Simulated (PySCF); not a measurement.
Calculated properties of methoxymethyl acetate (`CC(OCOC)=O`)

Species: methoxymethyl acetate, C4H8O3.
SMILES with atom numbers: `[CH3:1][O:2][CH2:3][O:4][C:5]([CH3:6])=[O:7]` (hydrogens: H8, H9, H10 on C1; H11, H12 on C3; H13, H14, H15 on C6)

Some functional groups and rings: ester and ether.

GFN2-xTB geometry:

```
Point group of the GFN2-xTB geometry                  : C1
Rotational constants A, B, C of the GFN2-xTB geometry : 6.338, 1.415, 1.240 GHz
```

PBE0/def2-SVPD ground state and vertical TDDFT (core frozen in the response) (PySCF):

```
Dipole moment                                                     : 2.38 D
HOMO energy                                                       : -8.01 eV
LUMO energy                                                       : 0.16 eV
HOMO–LUMO gap                                                     : 8.17 eV
Lowest singlet excitation                                         : 5.91 eV (210 nm, f = 0.001)
Strongest line among the 6 lowest singlet transitions             : S5 at 8.01 eV (155 nm, f = 0.122)
Lowest triplet excitation (Tamm–Dancoff)                          : 5.35 eV
Static isotropic polarisability                                   : 61.7 au
Electronic spatial extent ⟨r²⟩ about the centre of nuclear charge : 963 bohr²
```

From PBE0/pcSseg-1 ground state and GIAO shieldings, non-relativistic (PySCF):

```
Lowest Hirshfeld atomic charge                              : -0.26 e on O7
Highest Hirshfeld atomic charge                             : +0.22 e on C5
13C chemical shifts (computed TMS as zero) by class         : 175.2 (C5), 97.9 (C3), 59.1 (C1), 23.0 (C6) ppm
1H chemical shifts (computed TMS as zero) by class          : 5.45 (H11/H12), 3.64 (H8/H9/H10), 2.07 (H13/H14/H15) ppm
Isotropic shieldings of nuclei other than C and H, by class : -124 (O7), 104 (O4), 294 (O2) ppm
Mayer bond orders between heavy atoms                       : C1–O2 0.91, O2–C3 1.04, C3–O4 0.82, O4–C5 1.09, C5–C6 1.00, C5–O7 1.96
```

Monoisotopic mass from the formula: 104.0473 u.

With B = h/(8π²I), that is 505.379 GHz u Å² over I, the principal moments of inertia are 79.7, 357.3 and 407.6 u Å² (most abundant isotopes); the inertial defect Ic − Ia − Ib is -29.4 u Å² (zero for a rigid planar frame, negative otherwise). No computed singlet falls in the visible range (750 to 380 nm, 1.65 to 3.26 eV); S1 lies 2.65 eV above its blue end. The largest Löwdin shares of the HOMO are 0.47 on O7, 0.21 on O2, 0.07 on C6 and 0.07 on O4. S1 lies 2.26 eV below the HOMO–LUMO gap; its leading configuration is HOMO→LUMO, weight 0.81.

One conformer (not necessarily the lowest) at the GFN2-xTB geometry, without solvent or vibrations. NMR classes are plain means over equivalent atoms (diastereotopic ones count apart unless rotation or inversion swaps them), as if these changed places fast; in this geometry the members of some classes differ.

For the NMR shielding job (PBE0/pcSseg-1), the run took 27 s wall on Arm Neoverse N1, one thread (shared host), and the process peaked at 0.72 GiB of memory.

Shape of the structure used: `[CH3:1][O:2][CH2:3][O:4][C:5]([CH3:6])=[O:7]`: C1–O2–C3–O4 -69°, O2–C3–O4–C5 -178°, C3–O4–C5–C6 179°.
